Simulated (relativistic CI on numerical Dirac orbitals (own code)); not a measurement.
## d3 in a ligand field

Computed with a parametric ligand-field model of a d^n configuration (Racah B and C, spin-orbit zeta, crystal field), exact diagonalisation.

Field parameters in Wybourne normalisation: Oh B⁴₀ = 21Dq, B⁴₄ = √(5/14) B⁴₀. The field is a parameter set, without covalency.

**Question.** Ground term and bands for B = 570, C = 2170, ζ = 0 cm⁻¹, Oh, 10Dq = 29500 cm⁻¹?

**Answer.** Ground term 4A2 with 0.00 electrons in the two orbitals of the cubic e set. Spin-allowed: 4T2 29500 cm⁻¹ (339 nm), 4T1 35869 cm⁻¹ (279 nm), 4T1 61181 cm⁻¹ (163 nm). Lowest spin-forbidden: 2E 11010 cm⁻¹ (908 nm), 2T1 11411 cm⁻¹ (876 nm), 2T2 17668 cm⁻¹ (566 nm). With an A2 ground term the first spin-allowed band lies at |10Dq| itself.

**Question.** Ground term and bands for B = 490, C = 1830, ζ = 0 cm⁻¹, Oh, 10Dq = 37350 cm⁻¹?

**Answer.** Ground term 4A2 with 0.00 electrons in the two orbitals of the cubic e set. Spin-allowed: 4T2 37350 cm⁻¹ (268 nm), 4T1 42970 cm⁻¹ (233 nm), 4T1 76430 cm⁻¹ (131 nm). Lowest spin-forbidden: 2E 9483 cm⁻¹ (1055 nm), 2T1 9760 cm⁻¹ (1025 nm), 2T2 15464 cm⁻¹ (647 nm). With an A2 ground term the first spin-allowed band lies at |10Dq| itself.

**Question.** A d3 ion in Oh symmetry has the ground term 4A2 and bands at 2E 6497 cm⁻¹ (1539 nm), 2T1 6797 cm⁻¹ (1471 nm), 4T2 9800 cm⁻¹ (1020 nm), 2T2 10006 cm⁻¹ (999 nm), 4T1 13311 cm⁻¹ (751 nm), 4T1 21189 cm⁻¹ (472 nm). Which parameters reproduce them?

**Answer.** B = 340, C = 1320, ζ = 0 cm⁻¹, Oh, 10Dq = 9800 cm⁻¹.

**Question.** Ground term and bands for B = 940, C = 4350, ζ = 0 cm⁻¹, Oh, 10Dq = 5850 cm⁻¹?

**Answer.** Ground term 4A2 with 0.00 electrons in the two orbitals of the cubic e set. Spin-allowed: 4T2 5850 cm⁻¹ (1709 nm), 4T1 10036 cm⁻¹ (996 nm), 4T1 21614 cm⁻¹ (463 nm). Lowest spin-forbidden: 2E 19015 cm⁻¹ (526 nm), 2T1 19734 cm⁻¹ (507 nm), 2A1 22660 cm⁻¹ (441 nm). With an A2 ground term the first spin-allowed band lies at |10Dq| itself.

**Question.** A d3 ion in Oh symmetry has the ground term 4A2 and bands at 4T2 6300 cm⁻¹ (1587 nm), 4T1 10758 cm⁻¹ (930 nm), 2E 18517 cm⁻¹ (540 nm), 2T1 19271 cm⁻¹ (519 nm), 4T1 22242 cm⁻¹ (450 nm), 2A1 22570 cm⁻¹ (443 nm). Which parameters reproduce them?

**Answer.** B = 940, C = 4170, ζ = 0 cm⁻¹, Oh, 10Dq = 6300 cm⁻¹.
